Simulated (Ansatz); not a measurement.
Consider the substitution at a C–O bond: `CO[CH2][AlH2]` + `N[SiH2]N` → `N[SiH2]N[CH2][AlH2]` + CH₃OH.

Calculated with Ansatz (gas phase, PBE0-D4/def2-TZVP geometries, no zero-point term in ΔE). CCSD(T)/CBS adds triple-zeta CCSD(T) − MP2 to the extrapolated MP2 energy (def2 sets, frozen cores). This one scheme is used for every species. Functionals use def2-TZVPP. B3LYP here is the variant with VWN-RPA as its local correlation; programs differ in this. Each species was taken in one conformer, which may not be the lowest.

```
             level  ΔE (eV)
          B3LYP-D4     0.04
           ωB97X-V     0.05
SCS-MP2/def2-TZVPP     0.03
     HF/def2-QZVPP     0.09
```

Question: What does CCSD(T)/CBS give? (Best estimate.)

Answer: The calculation gave: +0.02 eV. The listed levels differ from it by 0.02, 0.03, 0.01, 0.07 eV.

Largest T1 diagnostic among the species: 0.010.

The D4 term adds −0.04 eV with B3LYP and −0.03 eV with PBE0; it sums over pairs of atoms, weighted by their polarisabilities, and B3LYP, whose exchange is more repulsive, gets the larger term. In def2-TZVPP, CCSD(T) changes the Hartree–Fock value by −0.06 eV (the triples alone add −0.00 eV) and MP2 by −0.08 eV.
